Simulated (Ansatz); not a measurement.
One change: `CC[N](CC)[Sn]([CH3])([CH3])[CH3]` becomes `C=CCN(CC)CC`.

Ansatz, PBE0-D4/def2-TZVP geometries, multiplicity 1. Each molecule was computed in one conformer, which needn't be the lowest.

Elements past krypton have def2 core potentials.

```csv
property,`CC[N](CC)[Sn]([CH3])([CH3])[CH3]`
LUMO energy (B3LYP/def2-TZVPP) / eV,0.22
LUMO energy (ωB97M-V/def2-TZVPP) / eV,1.85
HOMO energy (PBE0/def2-TZVPP) / eV,-5.66
size of the dipole moment (PBE/def2-TZVPP) / D,0.64
HOMO–LUMO gap (PBE0/def2-TZVPP) / eV,6.20
LUMO energy (PBE/def2-TZVPP) / eV,-0.28
```

Q: Give the same properties after the change, and the shifts. (An estimate is asked.)

A: Computed: 
```tsv
property	`C=CCN(CC)CC`	shift
LUMO energy (B3LYP/def2-TZVPP) / eV	0.05	-0.17
LUMO energy (ωB97M-V/def2-TZVPP) / eV	2.37	0.52
HOMO energy (PBE0/def2-TZVPP) / eV	-6.04	-0.38
size of the dipole moment (PBE/def2-TZVPP) / D	0.55	-0.09
HOMO–LUMO gap (PBE0/def2-TZVPP) / eV	6.33	0.13
LUMO energy (PBE/def2-TZVPP) / eV	-0.77	-0.49
```

With PBE0 the HOMO falls by 0.38 eV and the LUMO falls by 0.24 eV, so the gap widens by about 0.14 eV. PBE moves the HOMO by -0.32 eV and ωB97M-V by -0.42 eV. Dipoles are sizes alone; their direction can turn.

B3LYP here is the variant with VWN-RPA as its local correlation; programs differ in this.
